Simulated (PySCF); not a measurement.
## Frontier orbitals and the lowest excitations

Compound: C3H10O2Si2.
Z-matrix (Å and degrees, GFN2-xTB geometry), rows numbered from 1:
```
Si
O   1  1.6231
C   2  1.4107  1  128.31
Si  3  1.9038  2  104.06  1   172.89
C   4  1.9232  3  120.12  2  -170.77
O   5  1.4337  4   92.28  3   118.82
C   6  1.4356  5  103.23  4    -6.95
H   1  1.4666  2  111.06  3    60.94
H   1  1.4522  2   98.85  3  -178.91
H   1  1.4663  2  110.74  3   -58.81
H   3  1.0943  2  109.37  1   -66.61
H   3  1.0941  2  110.00  1    50.77
H   4  1.4652  3  110.36  2    50.34
H   5  1.0946  4  117.80  3     4.71
H   5  1.0912  4  117.53  3  -127.44
H   7  1.0921  4  117.73  3   126.11
H   7  1.0955  4  117.59  3    -5.99
```

Method: PySCF 2.14.0, density-fitted response routines, TDDFT wB97X-D/def2-SVPD, vertical, gas phase, core orbitals frozen in the response.

Frontier orbitals with the atoms that hold most of them (Löwdin shares over 4%, at most four atoms; ? is withheld):

| orbital | ε (eV) | atoms |
| --- | --- | --- |
| LUMO+2 | 2.23 | Si1 44%, H10 8%, Si4 8%, H8 7% |
| LUMO+1 | 1.86 | Si4 32%, Si1 12%, H11 8%, C3 8% |
| LUMO | ? | Si1 28%, Si4 10%, C3 9%, O2 9% |
| HOMO | -9.09 | ? |
| HOMO-1 | -9.63 | ? |
| HOMO-2 | -10.07 | C7 29%, C5 24%, Si4 21%, H16 5% |
| HOMO-3 | -10.41 | O2 47%, Si1 14%, H10 8%, H8 8% |

(1) Which atoms hold the HOMO-1, and with what shares?

(2) Give the leading atoms of the HOMO.

(3) What is the LUMO energy, and the HOMO–LUMO gap?

## Answers

(1) O6 (bonded to 2 C) 29%; Si4 (bonded to 3 C and H) 14%; O2 (bonded to C and Si) 13%; C3 (bonded to O, Si and 2 H) 12%. By element: oxygen 42%, silicon 14% or more, carbon 12% or more.

(2) O6 (bonded to 2 C) 59%; C7 (bonded to O, Si and 2 H) 10%; C5 (bonded to O, Si and 2 H) 10%; H17 (bonded to C) 5%. By element: oxygen 59% or more, carbon 20% or more, hydrogen 5% or more.

(3) ε(LUMO) = 1.50 eV; the gap is 10.59 eV (0.3891 hartree).

Task: The HOMO–LUMO gap is 10.59 eV. Where does the response calculation put the lowest singlet, and from which orbitals?

Result: S1 is at 6.63 eV (f = 0.0026), 3.96 eV below the gap, made of HOMO→LUMO+1 (41%), HOMO→LUMO (31%), HOMO→LUMO+2 (15%). Its leading pair isn't HOMO and LUMO; the energies of that pair differ by 10.95 eV. Without the coupling terms of the response equations the lowest excitation would equal the gap.

Next come S2 at 6.82 eV (f 0.0077), HOMO-1→LUMO (35%), HOMO→LUMO+3 (14%), HOMO→LUMO+4 (13%); S3 at 6.83 eV (f 0.0038), HOMO→LUMO+3 (26%), HOMO-1→LUMO (20%), HOMO→LUMO+4 (19%); S4 at 7.09 eV (f 0.0059), HOMO-3→LUMO (74%), HOMO-1→LUMO+1 (11%); S5 at 7.29 eV (f 0.011), HOMO-1→LUMO+1 (33%), HOMO-4→LUMO (21%), HOMO-1→LUMO (13%).

Löwdin shares depend on the basis, the more so with diffuse functions.

One conformer stands for the species.

Without π bonds the low states are Rydberg-like; a valence basis with one diffuse set may place them up to an eV too high.
